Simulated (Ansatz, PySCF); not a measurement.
Complex: CH2O (SMILES C=O) (first 4 atoms) with H2Se (SMILES [SeH2]); geometry from B3LYP-D3(BJ)/def2-TZVP, rigid monomers moved along the line of their centres of mass till O2···Se5 is 2.92 Å.
(charge 0, multiplicity 1):
```xyz
7

C      0.35370     0.06698    -0.32922
O      1.08377    -0.66807     0.27787
H      0.20414    -0.03382    -1.42102
H     -0.20388     0.87851     0.17370
Se     0.84378     0.59650     2.89403
H      0.40349    -0.80309     2.87478
H      0.19743     0.83195     4.19589
```

Quantity: the interaction energy.

Interaction energies are E(AB) − E(A) − E(B) at the monomers' geometry in the complex; basis-set methods are counterpoise corrected.

Cores are frozen in the correlated methods. Filled d and f shells under p-block atoms count as core. CBS(a, b) extrapolates the correlation energy as X⁻³ and adds the Hartree–Fock energy of set b.

Run with Ansatz (Gaussian orbitals); PySCF for the dispersion terms. Values without a source in brackets are computed.

Costs are ratios of core time to PBE/def2-TZVPPD (roughly 8 s), for whole runs (searches for the state included, and forces where a run took them) on one shared machine, so rough; each difference counts from -1.51 kcal/mol (MP2/CBS(aug-cc-pVDZ, aug-cc-pVTZ) + ΔCCSD(T)/aug-cc-pVDZ, a level with limits of its own).

| level | basis functions | cost |
|---|---|---|
| PBE/def2-TZVPPD | 202 | ×1 |
| PBE-D3(BJ)/def2-TZVPPD | 202 | ×1 |
| r2SCAN/def2-TZVPPD | 202 | ×1 |
| r2SCAN-D3(BJ)/def2-TZVPPD | 202 | ×1 |
| PBE0/def2-TZVPPD | 202 | ×1 |
| PBE0-D3(BJ)/def2-TZVPPD | 202 | ×1 |
| B3LYP/def2-TZVPPD | 202 | ×1 |
| B3LYP-D3(BJ)/def2-TZVPPD | 202 | ×1 |
| MP2/aug-cc-pVTZ | 243 | ×3 |
| wB97X-V/def2-TZVPPD | 202 | ×3 |
| wB97M-V/def2-TZVPPD | 202 | ×3 |
| CCSD(T)/aug-cc-pVDZ | 118 | ×4 |

Each difference (kcal/mol): PBE/def2-TZVPPD 1.04; PBE-D3(BJ)/def2-TZVPPD -0.11; r2SCAN/def2-TZVPPD 0.34; r2SCAN-D3(BJ)/def2-TZVPPD -0.03; PBE0/def2-TZVPPD 0.98; PBE0-D3(BJ)/def2-TZVPPD -0.10; B3LYP/def2-TZVPPD 2.06; B3LYP-D3(BJ)/def2-TZVPPD -0.02; MP2/aug-cc-pVTZ 0.02; wB97X-V/def2-TZVPPD 0.08; wB97M-V/def2-TZVPPD -0.08; CCSD(T)/aug-cc-pVDZ 0.97.

Ansatz is an electronic-structure program.
